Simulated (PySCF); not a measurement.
Magnetic susceptibility: `[Si@@H]1(C)[Si@H]([SiH2]C)O[SiH2]1`, C2H12OSi4

Molfile (atoms numbered from 1):
```
C2H12OSi4
     RDKit          3D

 19 19  0  0  0  0  0  0  0  0999 V2000
    3.1988   -0.8637    0.5591 C   0  0  0  0  0  0  0  0  0  0  0  0
    1.9262    0.5142    0.8673 Si  0  0  0  0  0  4  0  0  0  0  0  0
    0.4326    0.5049   -0.8905 Si  0  0  2  0  0  4  0  0  0  0  0  0
   -0.3704    1.9753   -0.8164 O   0  0  0  0  0  0  0  0  0  0  0  0
   -2.0227    1.9039   -0.7580 Si  0  0  0  0  0  4  0  0  0  0  0  0
   -1.7597   -0.4145   -0.9148 Si  0  0  2  0  0  4  0  0  0  0  0  0
   -2.3220   -1.5325    0.5254 C   0  0  0  0  0  0  0  0  0  0  0  0
    3.7953   -0.6615   -0.3258 H   0  0  0  0  0  0  0  0  0  0  0  0
    2.7140   -1.8246    0.4128 H   0  0  0  0  0  0  0  0  0  0  0  0
    3.8823   -0.9670    1.3954 H   0  0  0  0  0  0  0  0  0  0  0  0
    2.6881    1.7491    1.1226 H   0  0  0  0  0  0  0  0  0  0  0  0
    1.2691    0.2072    2.1546 H   0  0  0  0  0  0  0  0  0  0  0  0
    1.0558    0.5355   -2.2294 H   0  0  0  0  0  0  0  0  0  0  0  0
   -2.4064    2.5793    0.4818 H   0  0  0  0  0  0  0  0  0  0  0  0
   -2.5069    2.6722   -1.9033 H   0  0  0  0  0  0  0  0  0  0  0  0
   -2.2588   -1.0712   -2.1456 H   0  0  0  0  0  0  0  0  0  0  0  0
   -1.9940   -1.1489    1.4868 H   0  0  0  0  0  0  0  0  0  0  0  0
   -1.9265   -2.5379    0.4178 H   0  0  0  0  0  0  0  0  0  0  0  0
   -3.4046   -1.6105    0.5528 H   0  0  0  0  0  0  0  0  0  0  0  0
  1  2  1  0
  2  3  1  0
  3  4  1  0
  4  5  1  0
  5  6  1  0
  6  7  1  0
  6  3  1  0
  1  8  1  0
  1  9  1  0
  1 10  1  0
  2 11  1  0
  2 12  1  0
  3 13  1  6
  5 14  1  0
  5 15  1  0
  6 16  1  6
  7 17  1  0
  7 18  1  0
  7 19  1  0
M  END
```

Computed with GIAO PBE/pcSseg-1 magnetisability, rotational g tensor and spin-rotation constants, non-relativistic, gas phase (PySCF). Geometry: GFN2-xTB.

**Question.** What are the magnetisability and the molar susceptibility?

**Answer.** Isotropic -1527 × 10⁻³⁰ J/T², or -91.9 × 10⁻⁶ cm³/mol; principal values -1705, -1575, -1300 × 10⁻³⁰ J/T², anisotropy 358 × 10⁻³⁰ J/T² (root of half the summed squared differences of the principal values). The susceptibility is in cgs units.

**Question.** Split it along the inertial axes a, b, c into diamagnetic and paramagnetic parts about the centre of mass, with the quadrupole moment.

**Answer.** 
| axis | χ (10⁻⁶ cm³/mol) | diamagnetic (10⁻⁶ cm³/mol) | paramagnetic (10⁻⁶ cm³/mol) | summed x² of all electrons (Å²) | quadrupole Θ (D Å) |
| --- | --- | --- | --- | --- | --- |
| a | -98.1 | -877.4 | 779.4 | 369.9 | +5.97 |
| b | -96.2 | -1813.8 | 1717.5 | 149.2 | -3.39 |
| c | -81.5 | -2202.6 | 2121.1 | 57.6 | -2.58 |

Anisotropies 2χaa − χbb − χcc = -18.4 and 2χbb − χaa − χcc = -12.9 × 10⁻⁶ cm³/mol. Θ is traceless in Buckingham's convention.

**Question.** And the rotational g tensor?

**Answer.** 
| axis | rotational constant (GHz) | g | nuclear part | electronic part |
| --- | --- | --- | --- | --- |
| a | 1.7481 | -0.0326 | 0.6074 | -0.6401 |
| b | 0.7380 | -0.0125 | 0.5830 | -0.5955 |
| c | 0.5948 | -0.0143 | 0.5784 | -0.5928 |

Asymmetric top; isotopes 12C, 1H, 16O, 28Si; no vibrational averaging.
